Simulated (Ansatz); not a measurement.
B5N4⁺. Total charge 1; singlet. Geometry r2SCAN-D4/def2-SVP, basis def2-TZVP, Ansatz.

```xyz
9

B    -0.008    0.001   -0.003
B    -0.662   -5.150    0.568
B     0.682    5.148   -0.561
B     0.334    2.572   -0.285
B    -0.339   -2.572    0.283
N    -0.177   -1.295    0.141
N     0.162    1.296   -0.147
N     0.513    3.892   -0.427
N    -0.505   -3.892    0.430
```

```csv
run,HOMO (eV),LUMO (eV)
A,-11.08,-11.08
B,-11.28,-11.27
C,-11.83,-10.56
D,-11.91,-10.64
E,-11.38,-11.06
```

Another isomer (singlet) lies 4.64 eV lower at PBE0-D4/def2-TZVP; other spin states weren't run for this one.

**Question.** The runs used PBE, PBE0, r2SCAN, ωB97M-V, ωB97X-V. Estimate which is which.

**Answer.** A PBE (0 % exact exchange); B r2SCAN (0 % exact exchange); C ωB97M-V (range-separated); D ωB97X-V (range-separated); E PBE0 (25 % exact exchange). Exact exchange lowers occupied and raises empty levels; among semilocal functionals meta-GGAs tend to open the gap a little, and such runs are hard to tell apart. The gap grows from 0.00 eV (PBE) to 1.27 eV (ωB97M-V). The restricted singlet is unstable towards broken spin symmetry in Hartree–Fock (as tested in another run); at PBE-D4/def2-TZVP, r2SCAN-D4/def2-TZVP, ωB97M-V/def2-TZVP, ωB97X-V/def2-TZVP and others this wasn't settled.
